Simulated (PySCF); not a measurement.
Br₂ClHOSi, SMILES O[Si](Cl)(Br)Br.

The structure is a stationary point at PBE-D3(BJ)/def2-SVP. This is a generated structure with no PubChem entry under its InChIKey; it may be hypothetical. Other conformers were not sampled.

Method: PBE-D3(BJ)/def2-SVP (PySCF).

Frequencies are harmonic and unscaled.

Computed harmonic wavenumbers and intensities:
| mode | ν (cm⁻¹) | IR (km/mol) | moving atoms (share of kinetic energy) |
|---|---|---|---|
| 1 | 91 | 15.4 | Br 50 %, H 21 %, Cl 16 %, O 9 % |
| 2 | 122 | 5.8 | Cl 42 %, Br 36 %, O 12 % |
| 3 | 165 | 36.7 | H 54 %, Br 26 %, Cl 15 % |
| 4 | 184 | 5.8 | Cl 36 %, Br 24 %, Si 23 %, O 12 % |
| 5 | 223 | 9.6 | O 56 %, Br 24 %, H 13 % |
| 6 | 246 | 37.2 | O 63 %, Br 16 %, Cl 9 %, H 8 % |
| 7 | 350 | 22.6 | Si 30 %, Br 26 %, Cl 23 %, O 19 % |
| 8 | 495 | 177.6 | Si 80 %, Br 15 % |
| 9 | 572 | 179.4 | Si 66 %, Cl 30 % |
| 10 | 795 | 257.3 | H 65 %, O 26 %, Si 9 % |
| 11 | 915 | 53.9 | O 41 %, Si 38 %, H 20 % |
| 12 | 3741 | 111.4 | H 94 % |
